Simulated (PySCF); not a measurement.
Correlation energy of P⁻ (phosphorus, charge -1)

[Ne] 3s2 3p4, high-spin 3P determinant. Computed with PySCF 2.14 in aug-cc-pV(Q+d)Z (7s6p5d3f2g, 89 functions), with the non-relativistic Hamiltonian (point nucleus). Frozen: [Ne]; 6 electrons correlated.

```json
{"level": "CCSD", "correlation energy (mhartree)": "-139.72"}
{"level": "(T)", "correlation energy (mhartree)": "-7.33"}
{"level": "CCSD(T)", "correlation energy (mhartree)": "-147.05"}
```

Diagnostics: T1 = 0.015, D1 = 0.0350, largest double amplitude 0.042.

Cost of the coupled-cluster step: of the order of 22 core-seconds, for 6 correlated electrons.

Iterations:

```
CC2 = 0
CCSD nocc = (np.int64(4), np.int64(2)), nmo = (84, 84)
frozen orbitals [[0, 1, 2, 3, 4], [0, 1, 2, 3, 4]]
max_cycle = 100
direct = 0
conv_tol = 1e-08
conv_tol_normt = 1e-06
diis_space = 8
diis_start_cycle = 0
Init t2, MP2 energy = -0.121393965614103
Init E_corr(UCCSD) = -0.121393965621898
cycle = 1  E_corr(UCCSD) = -0.134371424150969  dE = -0.0129774585  norm(t1,t2) = 0.0515175
cycle = 2  E_corr(UCCSD) = -0.137851232857496  dE = -0.00347980871  norm(t1,t2) = 0.0194851
cycle = 3  E_corr(UCCSD) = -0.139715031856361  dE = -0.001863799  norm(t1,t2) = 0.00997487
cycle = 4  E_corr(UCCSD) = -0.139766863749934  dE = -5.18318936e-05  norm(t1,t2) = 0.00349204
cycle = 5  E_corr(UCCSD) = -0.139701287373147  dE = 6.55763768e-05  norm(t1,t2) = 0.00184655
cycle = 6  E_corr(UCCSD) = -0.139718278338411  dE = -1.69909653e-05  norm(t1,t2) = 0.000806108
cycle = 7  E_corr(UCCSD) = -0.139725016583503  dE = -6.73824509e-06  norm(t1,t2) = 0.000265335
cycle = 8  E_corr(UCCSD) = -0.139723761512111  dE = 1.25507139e-06  norm(t1,t2) = 0.000140934
cycle = 9  E_corr(UCCSD) = -0.139724005719613  dE = -2.44207502e-07  norm(t1,t2) = 5.22459e-05
cycle = 10  E_corr(UCCSD) = -0.139724006268888  dE = -5.49274265e-10  norm(t1,t2) = 1.69495e-05
cycle = 11  E_corr(UCCSD) = -0.139723969853838  dE = 3.64150495e-08  norm(t1,t2) = 5.85358e-06
cycle = 12  E_corr(UCCSD) = -0.139724046587828  dE = -7.67339903e-08  norm(t1,t2) = 2.35254e-06
cycle = 13  E_corr(UCCSD) = -0.13972406239883  dE = -1.58110015e-08  norm(t1,t2) = 9.33061e-07
cycle = 14  E_corr(UCCSD) = -0.139724060790683  dE = 1.60814714e-09  norm(t1,t2) = 3.12092e-07
UCCSD converged
E(UCCSD) = -340.8466053911603  E_corr = -0.1397240607906828
UCCSD(T) correction = -0.00733074558034459
```
